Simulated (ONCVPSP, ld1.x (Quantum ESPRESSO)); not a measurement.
**Potentials for carbon (C) compared**

Generated with ld1.x 7.5 (TM, RRKJ, ultrasoft, PAW), atompaw 4.2 or ONCVPSP 4.0.1. The cutoff is in Ry: for ld1.x and atompaw files where the sum of valence levels is converged to 10 mRy in a Bessel basis, for ONCV files where the hardest occupied wave has 1 mHa per electron of residual kinetic energy. The error is the largest all-electron minus pseudo excitation energy over each file’s own four to seven test configurations (ionisations up to +4, promotions, holes and added fractions of an electron), all of which were solved. The labels leave out finer settings (local radius, basis sizes, second energies), which also bear on the numbers. Spin-polarised tests are not counted. The rows are a selection from randomly drawn settings: files with unsolved tests, undetermined cutoffs or missed reference levels are left out.

| potential | cutoff (Ry) | largest error (meV) | bound ghosts |
| --- | --- | --- | --- |
| RRKJ, PBE, scalar-relativistic, rc 1.00/2.05/2.15 (spd), local s, core correction no, reference 2s2 2p1 | 40 | +478 | none |
| ultrasoft, BLYP, scalar-relativistic, rc 1.25/2.25 (sp), local smoothed, core correction no, reference 2s2 2p2 | 12 | +330 | none |
| TM, Wu–Cohen, scalar-relativistic, rc 0.85/1.40/1.30 (spd), local p, core correction yes, reference 2s2 2p1 | 80 | +114 | none |
| PAW, PBE, scalar-relativistic, rc 1.35/1.30 (sp), local smoothed, core correction yes, reference 2s2 2p0.5 | 30 | -9.8 | none |
| TM, PBE, scalar-relativistic, rc 0.95/2.40 (sp), local p, core correction yes, reference 2s2 2p2 | 35 | +1098 | none |
| TM, LDA (PZ), non-relativistic, rc 1.00/2.00/1.55 (spd), local d, core correction no, reference 2s2 2p2 | 35 | +692 | none |
| ONCV, PBE, scalar-relativistic, rc 0.90/2.50/2.75 (spd), local smoothed, core correction yes, reference 2s2 2p2, qcut 6.9/4.9/3.2, projectors 2/3/1 | 39 | +1543 | none |

(1) Fill in the row for C: RRKJ, LDA (PZ), scalar-relativistic, rc 1.35/1.50 (sp), local smoothed, core correction yes, reference 2s2 2p2.

Results:

(1) cutoff 45 Ry, largest error +315 meV, bound ghosts: none.
